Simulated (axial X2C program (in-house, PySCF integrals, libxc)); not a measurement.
CoSi along the bond: HF, 2c

Calculated with an in-house relativistic program for diatomic molecules. Two-component (2c) means X2C with spin–orbit coupling and atomic mean-field two-electron Coulomb and Gaunt terms. Basis: Co dyall-cv3z [9s10p6d3f2g], Si dyall-v3z [8s7p2d1f] (cores contracted in-house); Gaussian nuclei, density fitting, unrestricted open shells. Masses: Co 58.933 u, Si 27.977 u.

State: Ω = 7/2 (⟨Sz⟩ = 0.50, ⟨Lz⟩ = 3.00 at HF). Dipoles are positive if Si is the positive end.

| R (Å) | μ (D) | HOMO (eV) | LUMO (eV) |
| --- | --- | --- | --- |
| 1.967 | -1.569 | -7.59 | 0.24 |
| 2.058 | -1.761 | -7.71 | 0.27 |
| 2.125 | -1.932 | -7.75 | 0.28 |
| 2.193 | -2.123 | -7.71 | 0.24 |
| 2.261 | -2.328 | -7.65 | 0.19 |
| 2.340 | -2.579 | -7.59 | 0.13 |
| 2.419 | -2.835 | -7.53 | 0.07 |
| 2.521 | -3.156 | -7.45 | -0.01 |
| 2.645 | -3.510 | -7.36 | -0.11 |
| 2.826 | -3.872 | -7.28 | -0.24 |

(1) The minimum lies at 2.552 Å. What is the dipole moment there, and its slope?

Occupations by symmetry block were frozen at the best pattern of an incomplete PBE0 search. PBE0 can misorder states that lie within some tenths of an eV, so this need not be the ground state of the molecule. The nearest other spin-free determinant of the search, M_S = 3/2, Λ = 3, lies 0.05 eV up at the distance of the search. With several unpaired electrons one determinant need not be a pure state. A state of lower Ω lies just above, and one determinant can place such states too high, so the state shown need not be the lowest. The search has Ω = 5/2 only 0.05 eV up. The determinant is spin-polarised beyond a pure state at some levels (its spin-free form has ⟨S²⟩ too high), which makes Re and μ there less reliable.

## Answers

(1) At HF, 2c, with the sign and origin stated: μ = -3.25 D, dμ/dR = -2.96 D/Å.
